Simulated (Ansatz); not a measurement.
Cartesian coordinates in Å:
```
F -2.963 1.671 1.079
C -2.484 0.921 0.107
F -2.602 1.582 -1.046
F -3.213 -0.192 0.021
C -1.009 0.558 0.347
C -0.376 -0.233 -0.601
C 0.954 -0.592 -0.435
C 1.600 -1.471 -1.519
F 1.536 -0.850 -2.698
F 0.932 -2.621 -1.622
F 2.861 -1.734 -1.242
O 1.700 -0.268 0.527
Al 1.221 0.759 1.950
F 2.032 2.183 1.892
F 1.226 -0.157 3.310
O -0.494 1.017 1.401
H -0.920 -0.571 -1.471
```

The species carries charge 0 and has multiplicity 1.

Task: List the ωB97M-V/def2-TZVPP orbital energies in eV (Ansatz 0.2.0). (Estimate.)

Result: Computed: Occupied: -1532.94, -679.68, -679.68, -679.68, -679.68, -679.66, -679.66, -676.56, -676.56, -528.55, -528.55, -289.56, -289.56, -286.38, -286.38, -283.20, -117.50, -77.11, -77.05, -77.02, -40.79, -40.78, -38.35, -38.35, -38.28, -38.28, -35.00, -34.69, -34.65, -34.26, -27.09, -25.39, -24.22, -22.44, -21.74, -20.69, -20.61, -20.58, -20.55, -19.88, -19.47, -18.72, -17.80, -17.36, -17.07, -17.03, -16.95, -16.85, -16.25, -16.07, -16.01, -15.87, -15.74, -15.50, -15.38, -15.37, -15.37, -15.29, -14.92, -14.43, -14.19, -13.90, -13.82, -13.76, -12.57, -11.23. Lowest empty: -1.70, 1.83, 1.89, 2.70, 2.83, 3.18, 3.48, 4.47.
